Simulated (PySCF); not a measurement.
# TDDFT excited states: C6H6O2

C₆H₆O₂.
SMILES: `CCC#CC(=O)C=O`

Method used: TDDFT PBE0/def2-SVPD, vertical, gas phase, core orbitals frozen in the response in PySCF 2.14.0, density-fitted response routines. Isolated species at its GFN2-xTB geometry (one conformer only). Torsions of this conformer, `[CH3:1][CH2:2][C:3]#[C:4][C:5](=[O:6])[CH:7]=[O:8]`: C4–C5–C7–O8 0°.

| state | E (eV) | E (kJ/mol) | λ (nm) | f | symmetry | main configurations (H = HOMO, L = LUMO) |
| --- | --- | --- | --- | --- | --- | --- |
| S1 | 2.65 | 256 | 467.2 | 0.0000 | – | H→L (98%) |
| S2 | 3.75 | 362 | 330.8 | 0.0002 | – | H-1→L (94%) |
| S3 | 4.32 | 416 | 287.3 | 0.0001 | – | H-3→L (86%), H→L+1 (9%) |
| S4 | 4.67 | 451 | 265.3 | 0.143 | A′ | H-2→L (95%) |
| S5 | 5.59 | 539 | 221.9 | 0.0003 | – | H→L+1 (88%), H-3→L (10%) |
| S6 | 6.28 | 606 | 197.4 | 0.0001 | – | H-1→L+1 (95%) |
| S7 | 6.65 | 641 | 186.5 | 0.0084 | A′ | H-2→L+1 (73%), H-1→L+2 (17%) |
| S8 | 6.87 | 663 | 180.4 | 0.0022 | A′ | H→L+2 (77%), H→L+3 (10%), H-4→L (9%) |

Triplets (Tamm–Dancoff): T1 2.07 eV, H→L (96%); T2 3.33 eV, H-2→L (90%); T3 3.44 eV, H-1→L (62%), H-3→L (29%).

The lowest singlet comes at 467 nm (256 kJ/mol) in the visible; it is dark (f under 0.0005); its leading configuration is HOMO→LUMO (98%). The most intense listed level is S4 at 4.67 eV (265 nm, f = 0.143), 2.02 eV above S1. Löwdin shares by element: HOMO oxygen 64%, carbon 25% or more; LUMO oxygen 44%, carbon 38% or more (atoms not listed hold the other 19%). Of the 8 states listed, 1 reaches f = 0.01 and 5 stay under 0.0005. Orbital energies (eV): HOMO-3 -9.50, HOMO-2 -8.53, HOMO-1 -8.37, HOMO -7.72, LUMO -3.08, LUMO+1 -0.49, LUMO+2 0.21. The listed states span 4.22 eV, and the widest gap between neighbours is 1.09 eV (S1 to S2). S1 lies in the visible range (380 to 750 nm), at 467 nm, dark in the vertical dipole picture (f under 0.0005); light of that wavelength is blue, and its complementary colour is yellow; a Tamm–Dancoff triplet lies at 598 nm, without intensity as long as spin–orbit coupling is left out. Symmetry labels in Cs follow from the direction of the transition dipole and are given only for states with f of 0.002 or more. The window holds the lowest 8 singlets.
